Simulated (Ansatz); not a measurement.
Reaction (redistribution): `[CH3][Al]([OH])[O][SiH3]` + `CBNC[SiH3]` → `[CH3][Al]([SiH3])[O][SiH3]` + `CBNCO`

Program: Ansatz. Geometries: PBE0-D4/def2-TZVP. ΔE: electronic, gas phase. CCSD(T)/CBS is the MP2 limit (def2-TZVPP, def2-QZVPP) plus CCSD(T) − MP2 in def2-TZVPP, frozen cores. DFT in def2-TZVPP. B3LYP here is the variant with VWN-RPA as its local correlation; programs differ in this. One conformer a species, not always the lowest.

| level | ΔE (eV) |
| --- | --- |
| B3LYP-D4 | 1.86 |
| PBE0 | 1.69 |
| HF/def2-QZVPP | 1.89 |
| MP2/CBS(def2) | 2.06 |

(1) What does CCSD(T)/CBS give? (Best estimate.)

Largest T1 diagnostic among the species: 0.012.

Answers

(1) The calculation gave: +1.90 eV. The listed levels differ from it by -0.04, -0.21, -0.01, 0.16 eV.

From PBE to PBE0 (25 % exact exchange), in def2-TZVPP and without D4, ΔE moves by +0.05 eV.
